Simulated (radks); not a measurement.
Results of a calculation; reference values are marked as such.
Question: All-electron atom: the dysprosium ion Dy14+ in [Kr] 4d10 4f4 5s2 (the NIST ground configuration). Level of theory: Dirac Kohn-Sham, LDA (Slater exchange, Perdew-Wang correlation), spin-unpolarised, spherical densities, point nucleus; open shells fill j = l - 1/2 first (a radial shooting solver on a logarithmic mesh with Libxc functionals).

Spin-orbit splittings of the eigenvalues, e(l+1/2) - e(l-1/2), with zeta = 2 splitting/(2l+1) and mean radii in bohr:

| shell | occ. | splitting (eV) | zeta (eV) | <r> j=l-1/2 | <r> j=l+1/2 |
|---|---|---|---|---|---|
| 2p | 6 | 799.2 | 532.8 | 0.07441 | 0.08147 |
| 3p | 6 | 166.0 | 110.7 | 0.2239 | 0.2372 |
| 3d | 10 | 36.24 | 14.50 | 0.2096 | 0.2138 |
| 4p | 6 | 39.42 | 26.28 | 0.5283 | 0.5559 |
| 4d | 10 | ? | ? | 0.5739 | 0.5826 |
| 4f | 4 | 1.409 | 0.4027 | 0.6177 | 0.6217 |
| 5p | 0 | 10.39 | 6.926 | 1.110 | 1.154 |

Estimate the 4d splitting.

Answer: 7.506 eV (zeta = 3.003 eV).
